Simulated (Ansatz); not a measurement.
Ansatz results at the PBE0-D4/def2-TZVP geometry: LUMO energy (PBE0/def2-TZVPP) -1.54 eV; HOMO–LUMO gap (PBE/def2-TZVPP) 4.54 eV; LUMO energy (PBE/def2-TZVPP) -2.35 eV.

Each molecule was computed in one conformer, which needn't be the lowest.

(1) Which molecule gave them?
A. `[OH][W]([OH])([OH])([Cl])([Cl])[Cl]`
B. `[NH]=[W](=[NH])([F])[F]`
C. `[O]=[W](=[O])([F])[F]`
D. `[OH][W]([OH])([OH])([OH])([F])[Cl]`

Results:

(1) B. The others give `[OH][W]([OH])([OH])([Cl])([Cl])[Cl]`: -4.29, 2.40, -4.81; `[O]=[W](=[O])([F])[F]`: -2.56, 4.80, -3.32; `[OH][W]([OH])([OH])([OH])([F])[Cl]`: -3.11, 3.30, -3.73.
